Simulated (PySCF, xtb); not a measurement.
H7P3Si, SMILES P[SiH](P)P. One conformer was computed; it need not be the lowest.

Harmonic wavenumbers (cm⁻¹) from GFN2-xTB in xtb 6.7.1 at its own minimum, in rising order: 68, 77, 90, 93, 101, 132, 362, 477, 479, 542, 554, 662, 679, 697, 699, 708, 725, 1132, 1133, 1135, 2133, 2287, 2300, 2302, 2368, 2384, 2386.

Q: What does PBE-D3(BJ)/def2-SVP (PySCF 2.14.0) give at its own minimum? (The exact figures need the calculation; the answer reports its results.)

A: 105, 106, 122, 136, 144, 149, 356, 453, 463, 535, 549, 588, 670, 692, 716, 763, 789, 1039, 1044, 1046, 2137, 2300, 2306, 2308, 2322, 2325, 2326. Paired by order, the mean absolute difference is 35 cm⁻¹ and the zero-point energies are 38.2 and 37.9 kcal/mol.
